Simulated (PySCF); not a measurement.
C₃H₉N, charge +1, doublet, at a GFN2-xTB geometry (a state made from the parent by changing its charge; the spin is typed, not shown lowest), with bond 13-4 at 1.3 times its length. Base run: R2SCAN/3-21G (PySCF).

Geometry (Å):
```xyz
13

C     -1.8776    -0.0297     0.2989
C     -0.5453    -0.4304    -0.2878
N      0.5394     0.3137     0.1956
C      1.8742     0.1418    -0.2082
H     -2.1107     1.0107     0.0763
H     -2.6686    -0.6477    -0.1159
H     -1.8872    -0.1512     1.3811
H     -0.3566    -1.5078    -0.1139
H     -0.5720    -0.3642    -1.3925
H      0.3471     1.0301     0.8892
H      2.2819     1.0789    -0.6136
H      1.9666    -0.6484    -0.9518
H      2.7083    -0.1553     0.9136
```
Charge +1, spin multiplicity 2.
Orbitals are unrestricted.
All else is at PySCF's defaults.
Base energy -173.09610 Eh.

The base run was repeated with changes; each row names its change, and settings that it needs were set with it.

```csv
change,ΔE vs base (mEh),SCF cycles,<S^2>,outcome
base,0.000,12,0.759,converged
damp = 0.5; diis_start_cycle = 5,0.000,12,0.759,converged
level_shift = 0.3 (with mf.max_cycle = 100),0.000,18,0.759,converged
conv_tol = 1e-11,0.000,14,0.759,converged
solver = newton,0.000,-,0.759,converged
diis = off; damp = 0.3 (with mf.diis_start_cycle = 200; with mf.max_cycle = 150),0.000,102,0.759,converged
diis = off (with mf.max_cycle = 100),-,100,-,not converged
diis_space = 20,0.000,12,0.759,converged
solver = newton; init_guess = 1e,0.000,-,0.759,converged
level_shift = 0.1 (with mf.max_cycle = 100),0.000,13,0.759,converged
init_guess = vsap,0.000,15,0.759,converged
init_guess = atom,0.000,13,0.759,converged
init_guess = mod_huckel,0.000,14,0.759,converged
```

Open shells are given as the SCF converged; they aren't shown to be the lowest states, and a large step between rows can be another state.
